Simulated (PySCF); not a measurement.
Sn(H)(vinyl)(OH)2 (C2H6O2Sn), SMILES C=[CH][SnH]([OH])[OH].

Geometry optimised at PBE-D3(BJ)/def2-SVP. The structure was generated by enumeration; whether it is a known compound was not checked. The def2 effective core potentials stand for the cores of Sn; spin–orbit coupling is left out. Other conformers were not sampled.

Computed with PBE-D3(BJ)/def2-SVP (PySCF).

Frequencies are harmonic and unscaled.

Problem. Give all harmonic wavenumbers and intensities. (The exact figures need the calculation; the answer reports its results.)

Solution. 
```tsv
mode	ν (cm⁻¹)	IR (km/mol)	moving atoms (share of kinetic energy)
1	40	0.1	C 41 %, H 34 %, O 20 %
2	107	1.6	O 44 %, C 20 %, H 19 %, Sn 16 %
3	138	2.6	O 34 %, H 33 %, C 22 %, Sn 11 %
4	164	4.0	O 64 %, H 24 %, Sn 9 %
5	202	112.1	H 83 %, O 16 %
6	259	3.0	C 59 %, H 27 %
7	275	120.3	H 75 %, O 20 %
8	463	22.6	H 66 %, C 32 %
9	487	72.5	H 50 %, C 37 %, Sn 11 %
10	549	39.1	H 62 %, C 32 %
11	571	64.3	H 92 %
12	585	43.4	O 85 %, Sn 9 %
13	588	66.9	O 83 %, Sn 14 %
14	838	20.8	H 93 %
15	847	136.5	H 92 %
16	939	26.1	H 72 %, C 28 %
17	954	9.2	H 87 %, C 13 %
18	992	15.0	H 94 %
19	1199	11.1	H 73 %, C 27 %
20	1366	10.2	H 85 %, C 15 %
21	1612	2.6	C 86 %, H 14 %
22	1854	136.3	H 99 %
23	3041	12.2	H 95 %
24	3095	1.7	H 91 %, C 9 %
25	3131	6.0	H 89 %, C 11 %
26	3709	41.4	H 94 %
27	3711	47.7	H 94 %
```
